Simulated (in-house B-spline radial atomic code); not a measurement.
Inner-shell binding energies (edges) and X-ray emission energies of free atoms and ions, as differences of relaxed hole-state energies with first-order Breit, QED and recoil terms, without correlation or multiplet splittings, in NIST's listed ground configurations. For neutral atoms such line energies lie within some 1 to 5 eV of tabulated X-ray lines (up to 20 eV for the heaviest). Removing outer electrons raises all edges nearly alike, so lines move far less than edges. K = 1s, L1 = 2s. A dash marks a subshell that is part filled or wasn't run, or a line left out. Computed with an all-electron radial atomic-structure program (B-spline basis): Dirac-Hartree-Fock, average of the configuration, finite nuclei.

| ion | configuration | K edge (eV) | L1 edge (eV) |
| --- | --- | --- | --- |
| K+ | [Ne] 3s2 3p6 | 3621.19 | 393.17 |
| K2+ | [Ne] 3s2 3p5 | ? | ? |
| K3+ | [Ne] 3s2 3p4 | 3662.15 | 431.96 |
| K4+ | [Ne] 3s2 3p3 | 3685.8 | 453.98 |
| K5+ | [Ne] 3s2 3p2 | ? | ? |
| K6+ | [Ne] 3s2 3p1 | 3739.13 | 502.85 |
| K7+ | [Ne] 3s2 | 3768.74 | 529.59 |

Fill in the row of K2+.

K edge (eV): 3640.59; L1 edge (eV): 411.66.

Fill in the row of K5+.

K edge (eV): 3711.47; L1 edge (eV): 477.63.
